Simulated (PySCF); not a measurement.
# Calculated NMR parameters of 2,2-difluorocyclohexanone

```yaml
Formula: C6H8F2O
SMILES: O=C1CCCCC1(F)F
InChI: InChI=1S/C6H8F2O/c7-6(8)4-2-1-3-5(6)9/h1-4H2
Point_group_of_the_computed_structure: C1
Degrees_of_unsaturation: 2
Carbon_signals: 6
Proton_signals: 4
```

Mapped SMILES: `[O:1]=[C:2]1[CH2:3][CH2:4][CH2:5][CH2:6][C:7]1([F:8])[F:9]` (H(Xn): hydrogen on atom n).

Method: spin–spin couplings from B3LYP/pcJ-1 (spin–dipole term only in couplings to heteroatoms), shielding tensors at B3LYP/pcSseg-1 (GIAO), PBE0-D3(BJ)/def2-SVP structure, in PySCF (averaged over atoms made equivalent by symmetry, fast rotation or ring inversion, non-relativistic Hamiltonian, no solvent, single conformer).

Scale: 1H (σref 31.38) and 13C (σref 179.24) vs TMS; 19F (σref 171.94) vs CFCl3; 17O (σref 334.04) against H2O (reference shieldings calculated alike).

| carbon | δC, type | δH (multiplicity, J in Hz) | HMBC from (abs. J ≥ 3 Hz) | span of the C tensor (ppm) |
| --- | --- | --- | --- | --- |
| C2 | 205.7, C | – | H(C3), H(C4) | 208 |
| C3 | 43.1, CH2 | 2.45 (m) | H(C5) | 41 |
| C4 | 30.6, CH2 | 1.70 (m) | H(C3), H(C6), H(C5) | 26 |
| C5 | 25.5, CH2 | 1.74 (m) | H(C3), H(C6), H(C4) | 15 |
| C6 | 40.9, CH2 | 1.94 (m) | H(C5), H(C4) | 34 |
| C7 | 120.1, C | – | H(C6), H(C5) | 45 |

Other nuclei:
| atoms | nucleus | environment | δ (ppm) | σ (ppm) |
| --- | --- | --- | --- | --- |
| F8/F9 | 19F | fluorine of a CF2 group | -133.1 | 305.0 |
| O1 | 17O | ketone oxygen | 672.6 | -338.5 |

Selected couplings (Hz, signed; the shortest-range and largest first, 30 at most; isotopes 13C, 19F, 1H): 1J(C7,F8) -306.7, 1J(C3,H(C3)) 137.6, 1J(C6,H(C6)) 136.0, 1J(C4,H(C4)) 135.5, 1J(C5,H(C5)) 135.5, 2J(C2,F8) 25.7, 2J(C6,F8) 23.2, 3J(F8,H(C6)) 20.5, 3J(H(C3),H(C4)) 9.4, 3J(H(C5),H(C6)) 9.3, 3J(H(C4),H(C5)) 9.1, 3J(F8,H(C6)) 8.2, 3J(H(C3),H(C4)) 5.9, 3J(H(C5),H(C6)) 4.7, 3J(H(C4),H(C5)) 4.2, 3J(C5,F8) 4.0, 4J(F8,H(C3)) 5.8, 4J(F8,H(C5)) 2.2, 4J(H(C4),H(C6)) 1.3.

1. Carbon types of the structure: 2 × C, 4 × CH2, which accounts for all hydrogens.
2. δC 205.7: ketone carbonyl carbon; low-lying n→π* states of the double bond to the heteroatom give a large paramagnetic term (-277 ppm).
3. δC 120.1: fully substituted sp3 carbon bonded to 2 F, α to a carbonyl; 2 electronegative neighbours deshield it.
4. δC 43.1: sp3 CH2 α to a carbonyl; α to the electron-withdrawing carbonyl group.
5. δC 40.9, 30.6, 25.5: sp3 CH2 in a ring; a saturated carbon with 2 carbon neighbours and no heteroatom attached.
6. δH 2.45: hydrogen on an sp3 CH2 α to a carbonyl; α to C=O.

C–F couplings over four or more bonds (about 3 Hz to the para carbon of a fluoroarene) are left out. Common functionals overestimate the size of one-bond C–F couplings by tens of Hz; these are unscaled. Multiplet labels drop couplings under 1 Hz and merge nearly equal ones. Couplings among chemically equivalent protons are left out too, so labels in AA′BB′ or AA′XX′ sets are apparent multiplicities. Unscaled 3J(H,H) at this level run about 10 % above measured values. Shifts are as computed. Against solution values, carbons near 30 ppm lie about +2 ppm off and those near 130 ppm about +6 ppm. Of 1211 compounds with measured shifts, 218 miss one by over three times the rms of a fit or turn the order of signals round; such compounds aren't used in these exercises. Unscaled 19F shifts against computed CFCl3 carry errors that often reach 10 to 50 ppm. Unscaled 17O shifts of doubly bonded oxygen tend to come out too high, by tens of ppm or more. Experimental scales use liquid or dissolved standards, which lie at an offset from isolated H2O (liquid H2O: subtract about 36 ppm).
